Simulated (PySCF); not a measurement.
Ligands exchanged one at a time, Si OCH3-SiH3. Isolated molecules, 0 K electronic values unless said otherwise. One relaxed conformer stands for each flexible species; it need not be the lowest. Strings in code marks are SMILES.

The S1 excitation (TDA) from two functionals at the same geometries (B3LYP-D3(BJ)/def2-SVP), both in PySCF: PBE-D3(BJ)/def2-TZVP and B3LYP-D3(BJ)/def2-TZVP. B3LYP has the VWN-RPA correlation part, as in Gaussian. Excitations are Tamm–Dancoff values on a coarser integration grid. The basis has no diffuse functions, so Rydberg states are missing or too high.

```json
[
 {"species": "0 of 4 OCH3 replaced by SiH3 (`[Si](OC)(OC)(OC)OC`)", "PBE-D3(BJ)/def2-TZVP (eV)": "6.67"},
 {"species": "2 of 4 OCH3 replaced by SiH3", "PBE-D3(BJ)/def2-TZVP (eV)": "4.89"},
 {"species": "3 of 4 OCH3 replaced by SiH3", "PBE-D3(BJ)/def2-TZVP (eV)": "4.55"},
 {"species": "4 of 4 OCH3 replaced by SiH3 (`[SiH3][Si]([SiH3])([SiH3])[SiH3]`)", "PBE-D3(BJ)/def2-TZVP (eV)": "5.83"}
]
```

### Question
What does B3LYP-D3(BJ)/def2-TZVP give for each?

### Answer

- 0 of 4 OCH3 replaced by SiH3 (`[Si](OC)(OC)(OC)OC`): 7.58
- 2 of 4 OCH3 replaced by SiH3: 5.43
- 3 of 4 OCH3 replaced by SiH3: 5.09
- 4 of 4 OCH3 replaced by SiH3 (`[SiH3][Si]([SiH3])([SiH3])[SiH3]`): 6.34
Over these rows, drawn at random from the members with no instability flagged (it was tested for open shells, ions and some series alone), PBE minus B3LYP-D3(BJ): mean -0.62 eV, from -0.91 eV to -0.52 eV.
